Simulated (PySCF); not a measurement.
An unknown shows these calculated signals:

¹H NMR (400 MHz, computed): δ 7.62 (s, 1H), 7.11 (m, 1H), 7.03 (m, 1H), 6.58 (m, 1H), 6.10 (m, 1H), 5.43 (m, 1H), 3.18 (m, 2H), 3.15 (m, 2H).

¹³C{¹H} NMR (computed): δ 150.7 (C), 150.1 (C), 146.0 (CH), 140.5 (C), 135.5 (CH), 127.8 (CH), 121.3 (CH), 116.9 (CH2), 30.8 (CH2), 30.6 (CH2).

- structure optimised with PBE0-D3(BJ)/def2-SVP
- shieldings: GIAO PBE0/pcSseg-1
- run in PySCF
- averaged over atoms made equivalent by symmetry, fast rotation or ring inversion, in vacuum, one conformer, no relativistic terms

Scale: ¹H (σref 31.27), ¹³C (σref 184.41) vs TMS (reference shieldings calculated alike).

Q: Which of these does the molecule contain: a methoxy group, a non-aromatic C=C double bond, a benzene ring, a tert-butyl group, a vinyl group CH=CH2, an amide?

A: 
- A methoxy group: no.
- A non-aromatic C=C double bond: yes.
- A benzene ring: yes.
- A tert-butyl group: no.
- A vinyl group CH=CH2: yes (δC 116.9, 146.0; δH 6.10 (m), 5.43 (m), 6.58 (m)).
- An amide: no.

The data belong to `C(=C)c1ccc2c(c1)CC2`, C10H10; they needn't prove each group on their own.

Carbon signals by region: 8 in the sp2 and nitrile region (100–160 ppm), 2 below 50 ppm.

Shifts are as computed. Against solution values, carbons near 30 ppm lie about +2 ppm off and those near 130 ppm about +5 ppm. Of 1211 compounds with measured shifts, 218 miss one by over three times the rms of a fit or turn the order of signals round; such compounds aren't used in these exercises. No couplings were computed; multiplicities are counted from neighbouring protons, with m where these are inequivalent, close in shift, in a saturated or five-membered ring or joined by F or P, and br s for small geminal =CH2 splittings.
